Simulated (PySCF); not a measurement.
C6H7 (SMILES [CH]1C=CC=CC1), doublet, at a GFN2-xTB geometry; BLYP/6-31G** in PySCF.

PySCF was given this input:
```python
from pyscf import gto, scf, dft

mol = gto.M(
    atom='''
C    -0.779652   -1.146861    0.062529
C     0.559104   -1.284788    0.224908
C     1.421463   -0.178137    0.176467
C     0.891817    1.102959   -0.044784
C    -0.438764    1.299552   -0.213789
C    -1.418846    0.177810   -0.176143
H    -1.435288   -2.004379    0.101425
H     0.979805   -2.266194    0.396018
H     2.482961   -0.311164    0.308247
H     1.566885    1.947044   -0.079860
H    -0.837021    2.289145   -0.383521
H    -2.176997    0.371255    0.601233
H    -1.991070    0.151087   -1.118677
''',
    basis='6-31g**',
    charge=0,
    spin=1,
    verbose=4,
)

mf = dft.UKS(mol)
mf.xc = 'blyp'
mf.kernel()
```

It wrote (shortened):

```
PySCF version 2.14.0

[INPUT] verbose = 4
[INPUT] num. atoms = 13
[INPUT] num. electrons = 43
[INPUT] charge = 0
[INPUT] spin (= nelec alpha-beta = 2S) = 1
[INPUT] symmetry False subgroup None
[INPUT] Mole.unit = angstrom
[INPUT] Symbol           X                Y                Z      unit          X                Y                Z       unit  Magmom
[INPUT]  1 C     -0.779652000000  -1.146861000000   0.062529000000 AA   -1.473328752469  -2.167253192945   0.118162684843 Bohr   0.0
[INPUT]  2 C      0.559104000000  -1.284788000000   0.224908000000 AA    1.056553435149  -2.427897448128   0.425014523224 Bohr   0.0
[INPUT]  3 C      1.421463000000  -0.178137000000   0.176467000000 AA    2.686175766203  -0.336630142652   0.333474300024 Bohr   0.0
[INPUT]  4 C      0.891817000000   1.102959000000  -0.044784000000 AA    1.685289883231   2.084290436624  -0.084629494763 Bohr   0.0
[INPUT]  5 C     -0.438764000000   1.299552000000  -0.213789000000 AA   -0.829143793319   2.455797364631  -0.404002658445 Bohr   0.0
[INPUT]  6 C     -1.418846000000   0.177810000000  -0.176143000000 AA   -2.681230352935   0.336012202209  -0.332862028759 Bohr   0.0
[INPUT]  7 H     -1.435288000000  -2.004379000000   0.101425000000 AA   -2.712301229875  -3.787727359830   0.191665472184 Bohr   0.0
[INPUT]  8 H      0.979805000000  -2.266194000000   0.396018000000 AA    1.851563105479  -4.282486005133   0.748365560398 Bohr   0.0
[INPUT]  9 H      2.482961000000  -0.311164000000   0.308247000000 AA    4.692116267976  -0.588014739824   0.582502408719 Bohr   0.0
[INPUT] 10 H      1.566885000000   1.947044000000  -0.079860000000 AA    2.960983518689   3.679379912478  -0.150913528308 Bohr   0.0
[INPUT] 11 H     -0.837021000000   2.289145000000  -0.383521000000 AA   -1.581740450510   4.325857109417  -0.724749653019 Bohr   0.0
[INPUT] 12 H     -2.176997000000   0.371255000000   0.601233000000 AA   -4.113928104000   0.701570272375   1.136165707051 Bohr   0.0
[INPUT] 13 H     -1.991070000000   0.151087000000  -1.118677000000 AA   -3.762576994838   0.285513050982  -2.113993151850 Bohr   0.0

nuclear repulsion = 211.303713662305
number of shells = 57
number of NR pGTOs = 211
number of NR cGTOs = 119
basis = 6-31g**
ecp = {}

******** <class 'pyscf.dft.uks.UKS'> ********
method = UKS
initial guess = minao
damping factor = 0
level_shift factor = 0
DIIS = <class 'pyscf.scf.diis.CDIIS'>
diis_start_cycle = 1
diis_space = 8
diis_damp = 0
SCF conv_tol = 1e-09
SCF conv_tol_grad = None
SCF max_cycles = 50
direct_scf = True
direct_scf_tol = 1e-13
number electrons alpha = 22  beta = 21
XC library pyscf.dft.libxc version 7.1.2
    S. Lehtola, C. Steigemann, M. J. T. Oliveira, and M. A. L. Marques,  SoftwareX 7, 1–5 (2018)
XC functionals = blyp
    A. D. Becke,  Phys. Rev. A 38, 3098 (1988)
    C. Lee, W. Yang, and R. G. Parr,  Phys. Rev. B 37, 785 (1988)
    B. Miehlich, A. Savin, H. Stoll, and H. Preuss,  Chem. Phys. Lett. 157, 200 (1989)
radial grids:
    Treutler-Ahlrichs [JCP 102, 346 (1995); DOI:10.1063/1.469408] (M4) radial grids

becke partition: Becke, JCP 88, 2547 (1988); DOI:10.1063/1.454033
pruning grids: <function nwchem_prune>
grids dens level: 3
symmetrized grids: False
atomic radii adjust function: <function treutler_atomic_radii_adjust>
small_rho_cutoff = 0
Set gradient conv threshold to 3.16228e-05
tot grids = 153368
init E= -233.276205698996

cycle= 1 E= -232.578737873932  delta_E= 0.697  |g|= 0.386  |ddm|= 2.55
cycle= 2 E= -232.488319247837  delta_E= 0.0904  |g|= 0.562  |ddm|= 1.27
cycle= 3 E= -232.666781765212  delta_E= -0.178  |g|= 0.074  |ddm|= 0.848
cycle= 4 E= -232.668120627936  delta_E= -0.00134  |g|= 0.0576  |ddm|= 0.135
cycle= 5 E= -232.670099770547  delta_E= -0.00198  |g|= 0.00753  |ddm|= 0.0672
cycle= 6 E= -232.670149777946  delta_E= -5e-05  |g|= 0.00185  |ddm|= 0.0123
cycle= 7 E= -232.670153820247  delta_E= -4.04e-06  |g|= 0.00189  |ddm|= 0.00529
cycle= 8 E= -232.670155947325  delta_E= -2.13e-06  |g|= 0.000316  |ddm|= 0.00232
cycle= 9 E= -232.670156004941  delta_E= -5.76e-08  |g|= 0.000184  |ddm|= 0.000556
cycle= 10 E= -232.670156022136  delta_E= -1.72e-08  |g|= 3.76e-05  |ddm|= 0.00018
cycle= 11 E= -232.670156023086  delta_E= -9.5e-10  |g|= 1.22e-05  |ddm|= 7.9e-05
Extra cycle  E= -232.670156022739  delta_E= 3.47e-10  |g|= 2.66e-05  |ddm|= 5.84e-05
converged SCF energy = -232.670156022739  <S^2> = 0.76553028  2S+1 = 2.0154704
```
